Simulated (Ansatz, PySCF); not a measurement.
The pair A = CH3F (SMILES CF) (first 5 atoms), B = CH2O (SMILES C=O); geometry from B3LYP-D3(BJ)/def2-TZVP.
(charge 0, multiplicity 1):
```xyz
9

C      0.16294    -0.26084    -0.45663
F      0.45127     1.04164    -0.03605
H      1.00099    -0.62231    -1.05313
H      0.02100    -0.88178     0.42650
H     -0.74463    -0.23350    -1.06026
C      0.28656     0.39247     3.17832
O      0.03379    -0.75418     2.92003
H      0.35902     0.74636     4.22502
H      0.45754     1.14272     2.38729
```

Cores are frozen in the correlated methods. CBS(a, b) extrapolates the correlation energy as X⁻³ and adds the Hartree–Fock energy of set b. MP2 and its Hartree–Fock in aug-cc-pVTZ are density fitted.

Run with Ansatz (Gaussian basis) for Hartree–Fock, density functionals and correlated methods; PySCF for the dispersion terms. Values without a source in brackets are computed.

The monomers are drawn apart, rigid, along the line of their centres of mass. Counterpoise-corrected interaction energies (kcal/mol):

```tsv
level	R = 4.312 Å	R = 5.283 Å
PBE/def2-TZVPPD	-1.1924	-0.5188
PBE-D3(BJ)/def2-TZVPPD	-1.4927	-0.6195
wB97M-V/def2-TZVPPD	-1.4432	-0.6550
MP2/CBS(aug-cc-pVDZ, aug-cc-pVTZ) + ΔCCSD(T)/aug-cc-pVDZ	-1.4665	-0.6479
```

Problem. R is the distance of the centres of mass. Find the local exponent m of E ∝ R⁻ᵐ between the two points.

Solution. 
m = ln(E₁/E₂)/ln(R₂/R₁): PBE/def2-TZVPPD 4.1; PBE-D3(BJ)/def2-TZVPPD 4.3; wB97M-V/def2-TZVPPD 3.9; MP2/CBS(aug-cc-pVDZ, aug-cc-pVTZ) + ΔCCSD(T)/aug-cc-pVDZ 4.0. For scale, two fixed dipoles give m = 3, dipole and quadrupole 4, quadrupoles 5, and dispersion or dipole-induced dipole 6 at long range; at these distances several terms mix, and what is left of overlap and damping shifts m, so it need not match one of them.

Ansatz is an electronic-structure program.
